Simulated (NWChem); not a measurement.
System: RbF anion, doublet; SMILES of the neutral closed-shell parent [F][Rb]

The following NWChem deck was run.

```
start job
memory heap 200 mb stack 900 mb global 1100 mb
charge -1
geometry units angstroms
  Rb     0.000000     0.000000    -0.213639
  F      0.000000     0.000000     2.257957
end
basis spherical
  * library 3-21g
end
dft
  odft
  mult 2
  xc hfexch
  iterations 150
end
driver
  maxiter 120
end
task dft optimize
task dft freq
```

Output (shortened):

```
             Northwest Computational Chemistry Package (NWChem) 7.3.0
             --------------------------------------------------------

 ORDER OF PRIMARY AXIS IS BEING SET TO 4
 C4V symmetry detected

                             Geometry "geometry" -> ""
                             -------------------------

 Output coordinates in angstroms (scale by  1.889725989 to convert to a.u.)

  No.       Tag          Charge          X              Y              Z
 ---- ---------------- ---------- -------------- -------------- --------------
    1 Rb                  37.0000     0.00000000     0.00000000    -0.48357313
    2 F                    9.0000     0.00000000     0.00000000     1.98802287

 Effective nuclear repulsion energy (a.u.)      71.2964513282

      Symmetry information
      --------------------

 Group name             C4v
 Group number             18
 Group order               8
 No. of unique centers     2

                                Z-matrix (autoz)
                                --------

 Units are Angstrom for bonds and degrees for angles

      Type          Name      I     J     K     L     M      Value
      ----------- --------  ----- ----- ----- ----- ----- ----------
    1 Stretch                  1     2                       2.47160

  xc_inp: hfexch multiplicative factor not found.

                           NWChem Geometry Optimization
                           ----------------------------

 maximum gradient threshold         (gmax) =   0.000450
 rms gradient threshold             (grms) =   0.000300
 maximum cartesian step threshold   (xmax) =   0.001800
 rms cartesian step threshold       (xrms) =   0.001200
 fixed trust radius                (trust) =   0.300000
 source of zmatrix                         =   autoz

          -------------------
          Energy Minimization
          -------------------

 Using diagonal initial Hessian
 Scaling for Hessian diagonals: bonds = 1.00  angles = 0.25  torsions = 0.10

          --------
          Step   0

                                 NWChem DFT Module
                                 -----------------

 Summary of "ao basis" -> "ao basis" (spherical)
 ------------------------------------------------------------------------------
       Tag                 Description            Shells   Functions and Types
 ---------------- ------------------------------  ------  ---------------------
 Rb                          3-21g                  12       26   6s5p1d
 F                           3-21g                   5        9   3s2p

      Symmetry analysis of basis
      --------------------------

        a1         17
        a2          0
        b1          1
        b2          1
        e          16

            General Information
            -------------------
          SCF calculation type: DFT
          Wavefunction type:  spin polarized.
          No. of atoms     :     2
          No. of electrons :    47
           Alpha electrons :    24
            Beta electrons :    23
          Charge           :    -1
          Spin multiplicity:     2
          Use of symmetry is: on ; symmetry adaption is: on
          Maximum number of iterations: 150
          AO basis - number of functions:    35
                     number of shells:    17
          Convergence on energy requested:  1.00D-06
          Convergence on density requested:  1.00D-05
          Convergence on gradient requested:  5.00D-04

              XC Information
              --------------
                     Hartree-Fock (Exact) Exchange  1.000

      Superposition of Atomic Density Guess
      -------------------------------------

 Sum of atomic energies:       -3023.56143419

 Renormalizing density from      46.00 to     47

      Non-variational initial energy
      ------------------------------

 Total energy =   -3062.680170
 1-e energy   =   -4440.723549
 2-e energy   =    1306.746928
 HOMO         =       0.102278
 LUMO         =       0.129021

   Symmetry analysis of molecular orbitals - initial alpha
   -------------------------------------------------------

 !! scf_movecs_sym_adapt:    2 vectors were symmetry contaminated

  Symmetry fudging

 !! scf_movecs_sym_adapt:    2 vectors were symmetry contaminated

  Numbering of irreducible representations:

     1 a1          2 a2          3 b1          4 b2          5 e

  Orbital symmetries:

     1 a1          2 a1          3 a1          4 e           5 e
     6 a1          7 a1          8 e           9 e          10 a1
    11 b1         12 b2         13 e          14 e          15 a1
    16 a1         17 a1         18 a1         19 e          20 e
    21 e          22 e          23 a1         24 a1         25 e
    26 e          27 a1         28 a1         29 e          30 e
    31 a1         32 e          33 e          34 a1

   Symmetry analysis of molecular orbitals - initial beta
   ------------------------------------------------------

 !! scf_movecs_sym_adapt:    2 vectors were symmetry contaminated

  Symmetry fudging

 !! scf_movecs_sym_adapt:    2 vectors were symmetry contaminated

  Numbering of irreducible representations:

     1 a1          2 a2          3 b1          4 b2          5 e

  Orbital symmetries:

[...]

      ----------------------
      Optimization converged
      ----------------------

  Step       Energy      Delta E   Gmax     Grms     Xrms     Xmax
  ---- ---------------- -------- -------- -------- -------- --------
@    3   -3023.58183433 -2.2D-07  0.00001  0.00001  0.00099  0.00171
                                     ok       ok       ok       ok

                                Z-matrix (autoz)
                                --------

 Units are Angstrom for bonds and degrees for angles

      Type          Name      I     J     K     L     M      Value     Gradient
      ----------- --------  ----- ----- ----- ----- ----- ---------- ----------
    1 Stretch                  1     2                       2.44164    0.00001

                         Geometry "geometry" -> "geometry"
                         ---------------------------------

 Output coordinates in angstroms (scale by  1.889725989 to convert to a.u.)

  No.       Tag          Charge          X              Y              Z
 ---- ---------------- ---------- -------------- -------------- --------------
    1 Rb                  37.0000     0.00000000     0.00000000    -0.46859719
    2 F                    9.0000     0.00000000     0.00000000     1.97304693

 Effective nuclear repulsion energy (a.u.)      72.1710516593

      Symmetry information
      --------------------

 Group name             C4v
 Group number             18
 Group order               8
 No. of unique centers     2

                Final and change from initial internal coordinates
                --------------------------------------------------

                                Z-matrix (autoz)
                                --------

 Units are Angstrom for bonds and degrees for angles

      Type          Name      I     J     K     L     M      Value       Change
      ----------- --------  ----- ----- ----- ----- ----- ---------- ----------
    1 Stretch                  1     2                       2.44164   -0.02995

 ==============================================================================
                                internuclear distances
 ------------------------------------------------------------------------------
       center one      |      center two      | atomic units |  angstroms
 ------------------------------------------------------------------------------
    2 F                |   1 Rb               |     4.61404  |     2.44164
 ------------------------------------------------------------------------------
                         number of included internuclear distances:          1
 ==============================================================================

[second-derivative integrals and response iterations left out]

  Vibrational analysis via the FX method

  See chapter 2 in "Molecular Vibrations" by Wilson, Decius and Cross

  Vib: Default input used

[...]

 Rotational Constants
 --------------------
 A=   0.000000 cm-1  (  0.000000 K)
 B=   0.182141 cm-1  (  0.262055 K)
 C=   0.182141 cm-1  (  0.262055 K)

 Temperature                      =   298.15K
 frequency scaling parameter      =   1.0000

 Linear Molecule

 Zero-Point correction to Energy  =    0.385 kcal/mol  (  0.000614 au)
 Thermal correction to Energy     =    2.154 kcal/mol  (  0.003433 au)
 Thermal correction to Enthalpy   =    2.746 kcal/mol  (  0.004377 au)

 Total Entropy                    =   57.375 cal/mol-K
   - Translational                =   39.814 cal/mol-K (mol. weight = 103.9101)
   - Rotational                   =   15.964 cal/mol-K (symmetry #  =        1)
   - Vibrational                  =    1.597 cal/mol-K

 Cv (constant volume heat capacity) =    6.694 cal/mol-K
   - Translational                  =    2.979 cal/mol-K
   - Rotational                     =    1.986 cal/mol-K
   - Vibrational                    =    1.728 cal/mol-K

[normal modes left out]

 ----------------------------------------------------------------------------
 Normal Eigenvalue ||           Projected Infra Red Intensities
  Mode   [cm**-1]  || [atomic units] [(debye/angs)**2] [(KM/mol)] [arbitrary]
 ------ ---------- || -------------- ----------------- ---------- -----------
    1        0.000 ||    0.010668           0.246        10.399       6.648
    2        0.000 ||    0.010668           0.246        10.399       6.648
    3        0.000 ||    0.000123           0.003         0.120       0.076
    4        0.000 ||    0.000123           0.003         0.120       0.076
    5        0.000 ||    0.009624           0.222         9.382       5.998
    6      269.789 ||    0.065072           1.501        63.435      40.553
 ----------------------------------------------------------------------------
```

Level: UHF/3-21G, non-relativistic. Sets without diffuse functions describe the anion's extra electron poorly. This spin state was assumed; another may lie lower. No stability test was run on the SCF state.
